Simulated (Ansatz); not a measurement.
cis-Zr(PH3)2Br4 (ZrP2H6Br4), relaxed as a singlet with RKS PBE-D4/def2-SVP in Ansatz, starting from the GFN2-xTB geometry. Force threshold 0.02 eV/Å.

In the def2 sets Zr takes a core potential; there is no spin–orbit coupling. The relaxation made no stability test and no search for a lower SCF solution. No other spin state of charge 0 was run.

Start:

Cartesian coordinates in Å:
```
Br 3.416 -0.247 -0.117
Br 1.465 3.073 -0.409
Br 0.565 0.499 2.402
Br 0.322 0.014 -2.502
P -1.638 1.468 0.164
P 0.439 -2.159 -0.037
Zr 1.045 0.606 -0.115
H -1.636 2.603 0.969
H -2.617 0.833 0.922
H -2.552 1.996 -0.745
H -0.697 -2.760 -0.570
H 0.592 -3.119 0.961
H 1.295 -2.805 -0.923
```

```
         step   energy (eV)  largest force component (eV/Å)  SCF passes
            1  -300059.3972                           0.967          17
            2  -300059.5625                           0.603          25
            3  -300059.6351                           0.136          21
            4  -300059.6497                           0.080          20
            5  -300059.6821                           0.062          19
            6  -300059.6935                           0.224          19
            7  -300059.7003                           0.162          20
            8  -300059.7075                           0.012          18
            9  -300059.7101                           0.031          18
10 (rejected)  -300059.7097                           0.089          19
           11  -300059.7112                           0.023          20
           12  -300059.7113                           0.084          19
13 (rejected)  -300059.7113                           0.078          20
           14  -300059.7124                           0.009          21
```

Force components are those of the run's own axes.

End:

```xyz
13

Br    3.5165   -0.3282   -0.2889
Br    1.4693    3.2154   -0.2449
Br    0.8005    0.4282    2.4018
Br    0.3746    0.2522   -2.5284
P    -1.5388    1.3191    0.0930
P     0.3730   -1.9941    0.0301
Zr    1.2219    0.7076   -0.1314
H    -1.9884    2.1139    1.1933
H    -2.4778    0.2465    0.2376
H    -2.2014    2.0091   -0.9702
H    -1.0274   -2.2766    0.1424
H     0.8186   -2.8093    1.1174
H     0.6593   -2.8839   -1.0520
```

By distances, no bond broke or formed. The bond that changes most is P6–H11, from 1.39 to 1.43 Å (atoms count from 1).

The force fell under the threshold at step 8, but the optimiser went on and released 0.005 eV more. No frequencies were taken in this run, so the end may be a saddle point.

Run time 64 s (4 threads of Arm Neoverse V2 on a shared host).
